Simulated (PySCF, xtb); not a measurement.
Cl4H2Si2, SMILES Cl[Si](Cl)(Cl)[SiH2]Cl.

xtb with GFN2-xTB at its own geometry gives an orbital gap of 4.56 eV and a dipole moment of 1.47 D.

Geometry: r2SCAN-D4/def2-SVP. The values are those of a single conformer.

Q: What does PBE/def2-TZVP (PySCF) give? (An estimate is asked for; the answer gives what the named calculation found.)

A: gap 5.24 eV (levels -7.31 and -2.06 eV), dipole 1.21 D.
